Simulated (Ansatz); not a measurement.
Reaction (SMILES): CCC(=O)CC + 4 C (CH4) → C=O (CH2O) + 4 CC (C2H6) [ethane]
Structures are relaxed separately at B3LYP-D3(BJ)/def2-TZVP in Ansatz (a quantum-chemistry and plane-wave program), one conformer each, not searched for the lowest.

Property: bond separation energy (electronic energy difference), in kJ/mol. Correlated levels leave the core frozen unless marked. Spin-orbit coupling is left out. Non-relativistic. Basis-set limits of correlation are two-point, X^-3; Hartree-Fock from the larger set. The bracket is a focal-point correction in the basis named.

```csv
level,program,bond separation energy (kJ/mol)
PBE/def2-TZVPD,Ansatz,98.4
BLYP-D4/def2-TZVPD,Ansatz + dftd4,103.4
revPBE-D3(BJ)/def2-TZVPD,Ansatz + dftd3,100.9
B3LYP/def2-TZVPD,Ansatz,91.8
PBE0/STO-3G,Ansatz,72.4
PBE0-D4/def2-TZVP,Ansatz + dftd4,104.5
PBE0/def2-TZVPD,Ansatz,97.6
LC-wPBE/def2-TZVPD,Ansatz,98.6
MP2/cc-pwCVTZ,Ansatz,106.9
SCS-MP2/STO-3G,Ansatz,60.8
SCS-MP2/6-31G*,Ansatz,100.6
CCSD(T)/6-31G,Ansatz,105.1
CCSD(T)/aug-cc-pVDZ,Ansatz,101.2
"RI-MP2/CBS(cc-pVTZ,cc-pVQZ)+[CCSD(T)-MP2]/cc-pVDZ",Ansatz,102.7
"RI-MP2/CBS(cc-pVTZ,cc-pVQZ)+[CCSD(T)-MP2]/cc-pVTZ",Ansatz,103.5
```
